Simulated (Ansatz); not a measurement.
System: sum formula H2PO (charge +1, singlet). It need not be the lowest isomer of its formula. 
Coordinates optimised at B3LYP-D3(BJ)/def2-TZVP (Ansatz, a program for electronic structure):
```xyz
4

P      0.0572     0.0107    -0.3975
O     -0.1484    -0.0277     1.0308
H      1.2923     0.3854    -0.9699
H     -0.9635    -0.3240    -1.3138
```
Charge +1, spin multiplicity 1.

Total electronic energies in hartree. Cores are frozen in the correlated levels unless marked. No spin-orbit coupling. Non-relativistic. Basis-set limits of correlation are two-point, X^-3; Hartree-Fock from the larger set.

The Hartree-Fock reference is unstable (checked in the largest basis), which strains HF and MP2. 

```
level                                        program  energy (Eh)
------------------------------------  --------------  -----------
revPBE-D3(BJ)/def2-TZVPD              Ansatz + dftd3   -417.37926
B97M-V/def2-TZVPD                             Ansatz   -417.34170
LC-wPBE/def2-TZVPD                            Ansatz   -417.30190
wB97X-V/def2-TZVPD                            Ansatz   -417.37400
MP2/6-31G                                     Ansatz   -416.44812
SCS-MP2/def2-SVP                              Ansatz   -416.53615
CCSD/cc-pV(T+d)Z                              Ansatz   -416.86006
CCSDT/cc-pV(D+d)Z                             Ansatz   -416.75301
CCSD(T)/CBS(cc-pV(T+d)Z,cc-pV(Q+d)Z)          Ansatz    -416.9331
```

Totals of different functionals don't rank their quality; only differences between species are comparable.
